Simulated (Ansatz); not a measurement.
```yaml
crystal:
  periodic: [false, false, false]
  atoms:
    - {symbol: C, position_ang: [-1.792897, 1.334998, 0.708905]}
    - {symbol: C, position_ang: [-0.639707, 1.222506, 0.055298]}
    - {symbol: Si, position_ang: [0.738068, 0.094369, 0.593274]}
    - {symbol: Si, position_ang: [1.054239, -1.629716, -0.967187]}
    - {symbol: F, position_ang: [1.365638, -0.988287, -2.410206]}
    - {symbol: H, position_ang: [-1.989297, 0.783281, 1.623885]}
    - {symbol: H, position_ang: [-2.591259, 1.984673, 0.361272]}
    - {symbol: H, position_ang: [-0.505085, 1.802074, -0.856684]}
    - {symbol: H, position_ang: [2.017369, 0.843838, 0.739712]}
    - {symbol: H, position_ang: [0.385970, -0.524969, 1.902294]}
    - {symbol: H, position_ang: [-0.165983, -2.468645, -1.105839]}
    - {symbol: H, position_ang: [2.199944, -2.509223, -0.610625]}
basis:
  gaussian: {orbitals: def2-TZVPPP}
hamiltonian: {xc: {name: SVWN5}}
```

```sh
$ ansatz run in.yaml --threads 4 --pin off --events-out ev --progress --plain --max-ram 10444MiB
```

(1) How does Ansatz answer? (Best estimate.)

Results:

(1) Computed: The program refused the input.
```
Error: <dir> can't be read: No such file or directory (os error 2)
```
